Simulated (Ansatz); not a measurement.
Consider the hydrogen abstraction from the Sn–H bond: `[CH3][SnH]([OH])[Cl]` + H• → `[CH3][Sn]([OH])[Cl]`• + H₂.

Isolated molecules relaxed with PBE0-D4/def2-TZVP in Ansatz; ΔE leaves out vibrations. CCSD(T)/CBS is the MP2 limit (def2-TZVPP, def2-QZVPP) plus CCSD(T) − MP2 in def2-TZVPP, frozen cores. This one scheme is used for every species, atoms too. Functionals use def2-TZVPP. HSE06 is defined as in plane-wave codes. Open shells (•) are unrestricted, without spin–orbit coupling. Elements past krypton have def2 core potentials. Bonds to Sn are less sure, by a few kJ/mol each and by 10 to 20 or more in all where they break to atoms, as the def2 sets lack core-valence functions. One conformer a species, not always the lowest.

| level | ΔE (kJ/mol) |
| --- | --- |
| BLYP-D4 | -175.2 |
| r2SCAN-D4 | -155.0 |
| BHLYP-D4 | -144.4 |
| ωB97X-V | -130.9 |
| B2PLYP | -149.1 |
| HSE06 | -139.9 |
| MP2/def2-TZVPP | -123.4 |
| CCSD/CBS(def2) | -136.0 |

What does CCSD(T)/CBS give? (An estimate is asked.)

Computed: -136.6 kJ/mol. The listed levels differ from it by -38.6, -18.4, -7.8, 5.7, -12.5, -3.3, 13.2, 0.6 kJ/mol.

What do rigid-rotor, harmonic-oscillator terms from PBE0-D4/def2-TZVP frequencies (298.15 K, 1 bar) make of the CCSD(T)/CBS value? (Best estimate.)

The calculation gave: ΔZPE = +6.1 kJ/mol, ΔH = -128.7 kJ/mol, ΔS = 20 J/(mol·K), ΔG = -134.8 kJ/mol. Open shells count their whole term as degenerate. Modes under 50 cm⁻¹ make the entropy rough.

Largest T1 diagnostic among the species: 0.016.

From PBE to PBE0 (25 % exact exchange), in def2-TZVPP and without D4, ΔE moves by +14.5 kJ/mol. In def2-TZVPP, CCSD(T) changes the Hartree–Fock value by −29.8 kJ/mol (the triples alone add −0.5 kJ/mol) and MP2 by −18.8 kJ/mol. Leaving LDA and LC-ωPBE aside and taking each functional with its dispersion term where it has one, the values, not all of them listed here, spread over 48.4 kJ/mol, from BLYP-D4 to PBE-QIDH. LDA lies +6.6 kJ/mol from PBE without D4.

CCSD(T)/CBS has its own doubt, a few kJ/mol and more with outer-core shells, so smaller differences from it don't rank the levels.
